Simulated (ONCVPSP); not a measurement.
molybdenum (Mo): one change to an ONCV potential, before and after

| Property | Result |
| --- | --- |
| Element | Mo (Z = 42) |
| Generator | ONCVPSP 4.0.1 |
| Type | optimised norm-conserving Vanderbilt (ONCV) |
| Functional | PBE |
| Relativity | fully relativistic |
| Frozen core | [Ar] 3d10 |
| Valence charge | 14 |
| Reference configuration | 4s2 4p6 4d5 5s1 |
| Partial waves | 4s+5s: rc 1.95 bohr, ncon 3, nbas 8, qcut 5 1/bohr, 2 projectors; 4p: rc 1.25 bohr, ncon 4, nbas 7, qcut 6.9 1/bohr, 2 projectors, debl 3.6 Ha; 4d: rc 1.55 bohr, ncon 5, nbas 10, qcut 5.6 1/bohr, 2 projectors, debl 0.8 Ha |
| Local potential | polynomial inside 0.95 bohr (lpopt 5, dvloc0 0 Ha) |
| Core correction | none |

Open shells are filled in proportion to 2j + 1.

All-electron outer shells of the reference configuration (PBE, scalar-relativistic, ld1.x):

```
shell  level (eV)  outermost node (bohr)  outermost maximum (bohr)
   3d     -220.98                      –                      0.32
   4s      -64.35                   0.51                      0.99
   4p      -38.49                   0.52                      1.08
   5s       -4.09                   1.34                      2.93
   4d       -3.75                   0.53                      1.38
```

Change: local potential polynomial inside 1.15 bohr (lpopt 5, dvloc0 3 Ha).

Cutoffs: the cutoffs (Ha) at which the residual kinetic energy of the hardest occupied pseudo-wave falls to 1 and 0.1 mHa per electron; they do not see the model core or the augmentation charge, which bear on the density cutoff. Errors are all-electron minus pseudo energies relative to the spin-unpolarised reference configuration.

**Question.** Predict the effect on cutoff, ghosts and configuration errors.

**Answer.** The potential gets neither clearly harder nor softer (46 Ha and 135 Ha → 46 Ha and 135 Ha); the lowest positive-energy flag moves from s at 31.8 eV to s at 107.3 eV; the errors of the 4 common tests hardly move; the range in which the s phases agree widens (upper end 0.8 → 3.1); neither file shows a bound ghost.

| quantity | base | changed |
| --- | --- | --- |
| cutoff, loose | 46 Ha | 46 Ha |
| cutoff, tight | 135 Ha | 135 Ha |
| bound ghosts | none | none |
| GHOST(+) flags under 300 eV | s at 31.8 eV | s at 107.3 eV |
| error for 4s2 4p6 4d5 5s0, meV [ΔE 6.89 eV] | -1.0 | -1.0 |
| error for 4s2 4p6 4d4 5s0, meV [ΔE 22.35 eV] | +0.5 | +0.6 |
| error for 4s2 4p6 4d3 5s0, meV [ΔE 49.09 eV] | +4.1 | +4.2 |
| error for 4s2 4p6 4d4 5s1, meV [ΔE 8.06 eV] | -0.2 | -0.4 |
| s: phases at 1.98 bohr within 0.05 rad from the reference energy up to (Ha; the scan ends near 5) | 0.8 | 3.1 |
| p3/2: phases at 1.27 bohr within 0.05 rad from the reference energy up to (Ha; the scan ends near 5) | to the end of the scan | to the end of the scan |
| p1/2: phases at 1.27 bohr within 0.05 rad from the reference energy up to (Ha; the scan ends near 5) | to the end of the scan | to the end of the scan |
| d5/2: phases at 1.57 bohr within 0.05 rad from the reference energy up to (Ha; the scan ends near 5) | to the end of the scan | to the end of the scan |
| d3/2: phases at 1.57 bohr within 0.05 rad from the reference energy up to (Ha; the scan ends near 5) | to the end of the scan | to the end of the scan |
